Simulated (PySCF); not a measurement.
CH4Zn. Atoms are numbered in the order given.

```xyz
6

Zn     0.0000     0.0000    -0.4276
H      0.0000     0.0000    -1.9722
C      0.0000     0.0000     1.5136
H      0.8834     0.5101     1.9065
H      0.0000    -1.0201     1.9065
H     -0.8834     0.5101     1.9065
```
Charge 0, spin multiplicity 1.

Geometry optimised at PBE0-D3(BJ)/def2-TZVP.

Computed with TDDFT-LC-ωPBE/def2-TZVPD run with PySCF.

Vertical excitations; the highest root listed may be one member of a degenerate set. Isolated molecule, no solvent. State labels are in the subgroup Cs.

Computed UV-visible absorptions:
| state | symmetry | energy (eV) | λ (nm) | f | main pairs |
|---|---|---|---|---|---|
| S1 | A" | 6.26 | 198 | 0.003 | HOMO→LUMO+1, HOMO→LUMO+5 (degenerate set) |
| S2 | A' | 6.26 | 198 | 0.003 | HOMO→LUMO, HOMO→LUMO+4 (degenerate set) |
| S3 | A' | 7.43 | 167 | 0.284 | HOMO→LUMO+2 51 %, HOMO→LUMO+3 37 % |
| S4 | A" | 8.43 | 147 | 0.286 | HOMO−1→LUMO+1, HOMO−1→LUMO+5 (degenerate set) |
| S5 | A' | 8.43 | 147 | 0.286 | HOMO−1→LUMO, HOMO−1→LUMO+4 (degenerate set) |
| S6 | A' | 8.49 | 146 | 0.131 | HOMO→LUMO+3 47 %, HOMO→LUMO+2 32 %, HOMO−1→LUMO+2 9 % |
| S7 | A" | 8.77 | 141 | 0.036 | HOMO→LUMO+5, HOMO→LUMO+1 (degenerate set) |
| S8 | A' | 8.77 | 141 | 0.036 | HOMO→LUMO+4, HOMO→LUMO (degenerate set) |
| S9 | A' | 9.29 | 134 | 0.160 | HOMO→LUMO+6 56 %, HOMO−1→LUMO+2 15 % |
| S10 | A' | 9.60 | 129 | 0.007 | HOMO−1→LUMO+3 26 %, HOMO−1→LUMO+6 19 %, HOMO−1→LUMO+2 17 %, HOMO→LUMO+6 12 % |
| T1 | A" | 5.85 | 212 | 0 | HOMO→LUMO+1, HOMO→LUMO+5 (degenerate set) |
| T2 | A' | 5.85 | 212 | 0 | HOMO→LUMO, HOMO→LUMO+4 (degenerate set) |
| T3 | A' | 6.46 | 192 | 0 | HOMO→LUMO+3 35 %, HOMO→LUMO+2 29 %, HOMO→LUMO+6 22 %, HOMO→LUMO+9 8 % |
| T4 | A" | 7.04 | 176 | 0 | HOMO−1→LUMO+1 46 %, HOMO−1→LUMO+5 43 % |
Triplets are in the Tamm–Dancoff approximation, which puts them higher than full response would, so one can lie above its singlet here.
